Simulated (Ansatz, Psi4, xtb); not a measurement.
## A ladder of methods for CH5GaO2 (SMILES [CH3][Ga]([OH])[OH])

CH5GaO2 has 9 atoms, charge 0, and is taken as a singlet. As SMILES, `[CH3][Ga]([OH])[OH]`. The shape is that of a PBE0-D4/def2-TZVP optimisation. This is one conformer, not always the lowest.

```xyz
9

C     0.1395    0.7406   -1.3856
Ga   -0.0223   -0.1804    0.3149
O     0.2379   -1.9475    0.4432
O    -0.4357    0.7068    1.8148
H     0.2598    0.0245   -2.1979
H     1.0053    1.4049   -1.3681
H    -0.7466    1.3499   -1.5688
H     0.1412   -2.3145    1.3236
H    -0.4907    0.1696    2.6070
```

Each level gives the dipole moment (D). The values are calculated.

```json
{"level": "GFN2-xTB", "kind": "semi-empirical", "program": "xtb", "value (D)": "0.11", "CPU time": "under 2 s"}
{"level": "GFN0-xTB", "kind": "semi-empirical", "program": "xtb", "value (D)": "0.71", "CPU time": "under 2 s"}
{"level": "GFN1-xTB", "kind": "semi-empirical", "program": "xtb", "value (D)": "1.53", "CPU time": "under 2 s"}
{"level": "HF/def2-SVP", "kind": "Hartree–Fock", "program": "Ansatz", "value (D)": "0.91", "CPU time": "5.6 s"}
{"level": "r2SCAN/def2-SVP", "kind": "meta-GGA", "program": "Ansatz", "value (D)": "0.86", "CPU time": "18 s"}
{"level": "PBE0-D4/def2-SVP (density fitting)", "kind": "global hybrid", "program": "Psi4", "value (D)": "0.86", "CPU time": "15 s"}
{"level": "PBE0/def2-SVP", "kind": "global hybrid", "program": "Ansatz", "value (D)": "0.86", "CPU time": "12 s"}
```

All-electron rows without a relativistic Hamiltonian named are non-relativistic. The values span 0.11 to 1.53 D. Magnitudes only. Times are those of the runs behind each value, whatever else they computed, on shared processors of several kinds: orders of magnitude only.
